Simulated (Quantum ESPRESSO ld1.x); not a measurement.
Task: These are the eigenvalues of the occupied orbitals of an atom or ion with whole-number occupations (hartree). All-electron calculation, non-relativistic Kohn-Sham, LDA (Slater exchange, Perdew-Wang correlation), spin-polarised, spherical densities, point nucleus. Program: ld1.x of Quantum ESPRESSO 7.5.

| orbital | eigenvalue |
|---|---|
| 1s up | -770.605 |
| 1s down | -769.795 |
| 2s up | -174.535 |
| 2s down | -173.293 |
| 2p up | -170.269 |

Which element is it, and in what charge state? The configuration may be excited. Open shells, if any, are filled with parallel spins first.

Result: Z = 41, niobium, charge +35: Nb35+ in [He] 2s2 2p2. The list shows which subshells hold electrons but not how many an open one holds; the 1s level, -770.6 hartree, gives Z - s = 39.3 by -(Z - s)^2/2, which with screening narrows Z to a few neighbours, and the depths of the outer levels then fix element, charge and occupations together.
